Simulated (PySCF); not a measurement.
These 5 structures share the formula C6H6OS. Method used: PySCF 2.14.0, PBE0-D3(BJ)/def2-SVP geometry optimisation, gas phase. One conformer each; no zero-point energy, no entropy. No frequencies were run at this level. Point groups hold within 0.08 Å.

Question: Order them by energy at this level, lowest first, and give relative energies in kJ/mol.
A. `[OH:1][c:2]1[cH:3][cH:4][c:5]([SH:6])[cH:7][cH:8]1` with H–O1–C2–C3 0°, C4–C5–S6–H 180°
B. `[CH3:1][c:2]1[cH:3][cH:4][c:5]([CH:6]=[S:7])[o:8]1` with C4–C5–C6–S7 0°
C. `[CH3:1][C:2](=[O:3])[c:4]1[cH:5][cH:6][s:7][cH:8]1` with C1–C2–C4–C5 -1°
D. `[CH3:1][C:2](=[S:3])[c:4]1[cH:5][cH:6][cH:7][o:8]1` with C1–C2–C4–C5 179°
E. `[CH3:1][C:2](=[O:3])[c:4]1[cH:5][cH:6][cH:7][s:8]1` with C1–C2–C4–C5 180°

Answer: A (0.0), E (17.0), C (21.4), B (71.2), D (77.3).

As drawn, the lowest has an O–H bond and an S–H bond, which the highest lacks; the highest has a C=S bond, which the lowest lacks. Neighbours under 10 kJ/mol apart (CC(=O)c1cccs1 and CC(=O)c1ccsc1; Cc1ccc(C=S)o1 and CC(=S)c1ccco1) can change places with a better method, another conformer or zero-point energy.

```tsv
SMILES	E (Eh)	E rel (kJ/mol)	dipole (D)	point group	A, B, C (MHz)
Oc1ccc(S)cc1	-704.83613	0.0	1.08	Cs	5572, 979.2, 832.8
CC(=O)c1cccs1	-704.82967	17.0	2.85	Cs	3549, 1423, 1022
CC(=O)c1ccsc1	-704.82799	21.4	2.96	Cs	4274, 1165, 920.6
Cc1ccc(C=S)o1	-704.80902	71.2	4.50	Cs	6343, 879.8, 776.4
CC(=S)c1ccco1	-704.80669	77.3	3.43	Cs	3805, 1244, 943.0
```
